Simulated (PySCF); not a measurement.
Zr(H)3(OSiH3) (H₆OSiZr), SMILES [SiH3][O][ZrH3], multiplicity 1.

Geometry: B3LYP-D3(BJ)/def2-SVP. The spin state was assumed, not searched. The structure was generated by enumeration; whether it is a known compound was not checked. The def2 effective core potentials stand for the cores of Zr; spin–orbit coupling is left out.

Level of theory: PBE/def2-TZVPD (PySCF).

Symmetry labels are those of the subgroup Cs that the program uses (full group C3v).

List the valence orbital energies around the gap with their symmetry. (An estimate is asked for; the answer gives what the named calculation found.)


```
orbital  symmetry  energy (eV)
-------  --------  -----------
HOMO−7         A'       -10.73
HOMO−6         A"        -9.85
HOMO−5         A'        -9.85
HOMO−4         A"        -8.13
HOMO−3         A'        -8.13
HOMO−2         A'        -7.50
HOMO−1         A"        -6.82
HOMO           A'        -6.82
LUMO           A'        -2.88
LUMO+1         A"        -2.88
LUMO+2         A'        -1.98
LUMO+3         A"        -1.53
```
